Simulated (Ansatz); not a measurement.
`C[SiH2]SS` and `SC[SiH2]SS` differ in one atom or group.

Ansatz, PBE0-D4/def2-TZVP geometries, multiplicity 1. Each molecule was computed in one conformer, which needn't be the lowest.

```csv
property,`C[SiH2]SS`
HOMO energy (PBE/def2-TZVPP) / eV,-5.96
HOMO–LUMO gap (B3LYP/def2-TZVPP) / eV,5.65
HOMO–LUMO gap (PBE0/def2-TZVPP) / eV,6.11
size of the dipole moment (ωB97M-V/def2-TZVPP) / D,1.43
LUMO energy (ωB97M-V/def2-TZVPP) / eV,1.01
size of the dipole moment (B3LYP/def2-TZVPP) / D,1.41
```

Q: Give the same properties after the change, and the shifts. (Best estimate.)

A: Computed: 
```
                                          property  `SC[SiH2]SS`  shift
                 HOMO energy (PBE/def2-TZVPP) / eV         -5.78   0.18
             HOMO–LUMO gap (B3LYP/def2-TZVPP) / eV          5.30  -0.35
              HOMO–LUMO gap (PBE0/def2-TZVPP) / eV          5.76  -0.35
size of the dipole moment (ωB97M-V/def2-TZVPP) / D          0.99  -0.44
             LUMO energy (ωB97M-V/def2-TZVPP) / eV          0.76  -0.25
  size of the dipole moment (B3LYP/def2-TZVPP) / D          0.98  -0.43
```

With PBE0 the HOMO rises by 0.12 eV and the LUMO falls by 0.24 eV, so the gap narrows by about 0.36 eV. PBE moves the HOMO by 0.18 eV and ωB97M-V by 0.03 eV. Dipoles are sizes alone; their direction can turn.

B3LYP here is the variant with VWN-RPA as its local correlation; programs differ in this.
